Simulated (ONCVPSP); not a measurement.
## Transferability test, ONCV potential for scandium (Sc)

ONCVPSP 4.0.1 input, shortened (lines: element, Z, core and valence counts, functional; n l f; lmax; l rc ep ncon nbas qcut; lloc lpopt rc5 dvloc0; l nproj debl; icmod fcfact rcfact), LDA (Perdew-Wang 92), fully relativistic:

```
  Sc 21.00    5    2  -001012      upf
    1    0    2.00
    2    0    2.00
    2    1    6.00
    3    0    2.00
    3    1    6.00
    3    2    1.00
    4    0    2.00
    2
    0    3.40    0.00    4    7    2.00
    1    2.70    0.03    5   10    3.30
    2    2.05    0.00    4    8    7.70
    4    2    1.80    0.00
    0    2    2.50
    1    2    1.70
    2    3    1.40
    3    1.75    1.00
```

Open shells are filled in proportion to 2j + 1.

In the p channel the program set the typed energies aside and used 0.050, 1.750 Ha (j = l + 1/2; the other j can differ).

Energies are relative to the spin-unpolarised reference configuration 3d1 4s2; without spin polarisation the order of configurations can differ from experiment.

(1) Give the all-electron excitation energy and the error of the potential for: 3d1 4s1; 3d1 4s0; 3d1 4s1.5; 3d1.5 4s1.5.

Note: ghosts flagged at negative energy: p3/2 at -8.2 eV, p1/2 at -7.7 eV; GHOST(+) flagged for s at 64.0 eV. A true bound ghost makes a file unfit for plane-wave use.

## Answers

(1)

```tsv
valence configuration	charge	ΔE all-electron (eV)	error AE − PS (meV)
3d1 4s1	+1	7.061	+15
3d1 4s0	+2	20.016	+134
3d1 4s1.5	+0.5	2.821	+2.6
3d1.5 4s1.5	0	0.646	+12
```
